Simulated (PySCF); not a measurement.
## Electron correlation in Sb⁺ (antimony, charge +1)

[Kr] 4d10 5s1 5p3, high-spin 5S determinant (an excited configuration). Computed with PySCF 2.14 in aug-cc-pwCVTZ-DK3 with one added diffuse shell each of s, p, d, f type (11s10p8d5f1g, 125 functions), with the spin-free X2C one-electron Hamiltonian (Gaussian nucleus). Frozen: [Ar] 3d10; 22 electrons correlated.

MP2 pair energies summed by pair of shells (mhartree):

```tsv
pair	energy	share (%)
4d-4d	-329.61	49.5
4p-4d	-125.93	18.9
4d-5p	-69.28	10.4
4p-4p	-40.38	6.1
4s-4d	-29.10	4.4
4d-5s	-21.83	3.3
4s-4p	-15.85	2.4
5p-5p	-13.34	2.0
4p-5p	-7.78	1.2
4p-5s	-4.25	0.6
4s-4s	-3.40	0.5
5s-5p	-3.00	0.5
4s-5p	-1.11	0.2
4s-5s	-0.58	0.1
```

Total MP2 correlation energy: -665.44 mhartree.

Same-spin part -245.51 and opposite-spin part -419.94 mhartree; SCS-MP2 scales them by 1/3 and 6/5 to -585.76 mhartree.
